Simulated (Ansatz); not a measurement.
Total energies of C₂H₆AlN, SMILES `C[CH]1[NH][AlH]1`.

Z-matrix (Å, degrees):
```
C
C 1 1.508
H 1 1.094 2 110.9
H 1 1.099 2 111.3 3 119.3
H 1 1.094 2 112.0 3 -120.7
N 2 1.504 1 116.3 3 172.0
Al 2 1.930 1 126.3 3 102.9
H 2 1.095 1 110.9 3 -56.9
H 6 1.007 2 120.6 1 61.6
H 7 1.573 2 167.4 1 -71.5
```

Total charge 0; spin multiplicity 1. Geometry: relaxed with PBE0-D4/def2-TZVP. Basis def2-TZVPP, Ansatz 0.2.0.

RPA on PBE orbitals: Hartree–Fock energy of these orbitals -375.55410 Eh, correlation -1.06322 Eh (frozen core).

```tsv
functional	energy without D4 (Eh)	D4 term (kJ/mol)
LDA (SPW92)	-374.76451	–
PBE	-376.70247	-16.9
revPBE	-376.92375	-55.2
BLYP	-376.95918	-37.9
r2SCAN	-376.90806	-4.1
B97M-V	-376.95370	–
PBE0	-376.73859	-14.2
B3LYP	-377.04532	-27.4
r2SCANh	-376.89935	-4.3
r2SCAN0	-376.88719	-4.7
HSE06 (plane-wave form)	-376.72481	-13.1
BHLYP	-376.93033	-20.4
CAM-B3LYP	-376.94931	-14.3
LC-ωPBE	-376.84643	–
ωB97X-V	-376.93460	–
ωB97M-V	-376.93316	–
B2PLYP	-376.78019	–
PBE-QIDH	-376.62963	–
```

B3LYP takes the VWN-RPA correlation (the form of Gaussian; ORCA's B3LYP/G). HSE06 is the plane-wave form, built on full-range PBE exchange. The double hybrids freeze the cores in their second-order part.

LC-ωPBE has ω = 0.4 bohr⁻¹.
